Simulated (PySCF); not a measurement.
NMR data simulated for an unnamed compound:

¹H NMR (500 MHz, computed): δ 6.55 (m, 1H), 5.93 (m, 1H), 5.10 (t, 2H), 4.60 (br, 1H), 4.60 (m, 1H), 4.49 (br, 1H), 1.88 (t, 2H).

¹³C{¹H} NMR (computed): δ 173.6 (C), 152.8 (CH), 103.0 (CH2), 27.6 (CH2).

[PySCF 2.14.0 with density-fitted response routines: GFN2-xTB geometry; shielding tensors at PBE0/pcSseg-1 (GIAO); rapidly exchanging positions averaged; isolated molecule; one conformer; no relativistic terms]

References, each an isolated molecule treated in the same way: TMS for ¹H, ¹³C.

Question: Which of these does the molecule contain: a nitrile, a vinyl group CH=CH2, an aldehyde, an amide, a tert-butyl group, a non-aromatic C=C double bond?

Answer: 
- A nitrile: no.
- A vinyl group CH=CH2: yes (δC 103.0, 152.8; δH 5.93 (m), 4.60 (m), 6.55 (m)).
- An aldehyde: no.
- An amide: yes (δC 173.6).
- A tert-butyl group: no.
- A non-aromatic C=C double bond: yes.

The data belong to `InChI=1S/C4H9NO2Si/c1-2-7-8-3-4(5)6/h2H,1,3,8H2,(H2,5,6)`; they needn't prove each group on their own.

Carbon signals by region: 1 in the far downfield region (above 160 ppm), 2 in the sp2 and nitrile region (100–160 ppm), 1 below 50 ppm. Above 160 ppm: 173.6, amide carbonyl carbon.

The OH or NH signal is concentration- and solvent-dependent in practice; the value given is the gas-phase one. The two substituents on the amide-type nitrogen aren't averaged: C–N rotation is slow on the NMR time scale. Shifts are as computed. Against solution values, carbons near 30 ppm lie about +3 ppm off and those near 130 ppm about +5 ppm. Of 1211 compounds with measured shifts, 218 miss one by over three times the rms of a fit or turn the order of signals round; such compounds aren't used in these exercises. The C=O carbon of an acid or of an amide with N–H lies up to 10 ppm further downfield in solution, through hydrogen bonding that the calculation lacks. No couplings were computed; multiplicities are counted from neighbouring protons, with m where these are inequivalent, close in shift, in a saturated or five-membered ring or joined by F or P, and br s for small geminal =CH2 splittings.
